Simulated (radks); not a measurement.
Spherical quantum dot in the effective-mass picture: electrons in a hard-walled sphere of radius 3.35, all in effective atomic units (hartree* = m*/eps^2 hartree, bohr* = eps/m* bohr), one dielectric constant everywhere. Method: non-relativistic Kohn-Sham, r2SCAN, spin-polarised, spherical densities, generalised Kohn-Sham scheme; computed with a radial shooting solver with Libxc functionals. Levels are named by radial order and angular momentum (1s, 1p, 1d, 2s, ...), and open shells are averaged over m. Results are scaled to m* = 0.133 and eps = 10.4, for which hartree* = 33.46 meV and bohr* = 4.138 nm.

N = 10, configuration 1s2 1p6 1d(up 2, down 0). This is the lowest configuration that the search found. Occupied and some empty levels:

level,occupation,eigenvalue (meV),<r> (nm)
1s up,1,142.50,8.505
1s down,1,144.12,8.384
1p up,3,152.73,9.106
1p down,3,154.84,9.051
1d up,2,168.99,9.558
1d down,0,171.46,9.541
1f up,0,190.38,9.913
1f down,0,193.05,9.910
2s up,0,193.21,6.386
2s down,0,194.22,6.531
2p up,0,221.43,7.323
2p down,0,222.46,7.365

Energy (meV): total 898.188, kinetic 337.08, external 0, Hartree 695.08, exchange-correlation -133.97.
